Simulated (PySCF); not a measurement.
Ga(Br)(Me)(NH2) (CH5BrGaN), SMILES [CH3][Ga]([NH2])[Br].

Coordinates come from a TPSSh-D3(BJ)/def2-SVP optimisation. The structure was generated by enumeration; whether it is a known compound was not checked. Other conformers were not sampled.

Two levels are set side by side: PBE/def2-TZVP (PySCF) and PBE0/def2-TZVP (PySCF). Same geometry, gas phase. Differences are taken from unrounded values.

```json
[
 {"quantity": "orbital gap (eV)", "PBE0": "7.19"},
 {"quantity": "highest occupied level (eV)", "PBE0": "-7.48"},
 {"quantity": "lowest empty level (eV)", "PBE0": "-0.29"},
 {"quantity": "dipole moment (D)", "PBE0": "2.93"},
 {"quantity": "mean polarisability (bohr³)", "PBE0": "67.0"}
]
```

Q: What does PBE give, and how far is it from PBE0? (Estimate from the structure and the level; the computed values follow.)

A: 
```tsv
quantity	PBE	PBE minus PBE0
orbital gap (eV)	5.05	-2.15
highest occupied level (eV)	-6.12	1.36
lowest empty level (eV)	-1.07	-0.78
dipole moment (D)	2.90	-0.03
mean polarisability (bohr³)	70.1	3.1
```

PBE's occupied levels lie high since its potential decays too fast outside the molecule; exact exchange lowers them and widens the gap. PBE's more diffuse valence density responds more strongly to a field. Differences between two approximate levels are no errors against the true value.

Rough cost on one machine, each run with all the roots and properties that it gave: PBE0 against PBE within a factor of 2.
